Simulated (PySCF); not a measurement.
Harmonic spectrum computed at PBE0 in the def2-TZVP basis family (core potentials from Rb on, PySCF, no spin–orbit coupling):

```json
{"symmetry": "πu", "ω (cm⁻¹)": "87", "IR (km/mol, summed over degenerate members)": "42.4"}
{"symmetry": "σg+", "ω (cm⁻¹)": "140", "IR (km/mol, summed over degenerate members)": "0.0"}
{"symmetry": "σu+", "ω (cm⁻¹)": "463", "IR (km/mol, summed over degenerate members)": "136"}
```

Q: Which molecule gave it? In each, all ligands are bound to the one heavy central atom.
A. InI₂ (doublet)
B. CaI₂ (singlet)
C. MgI₂ (singlet)
D. AsI₂ (doublet)
E. TeI₂ (singlet)

A: C. It has D∞h symmetry with Mg–I 2.530 Å (×2).
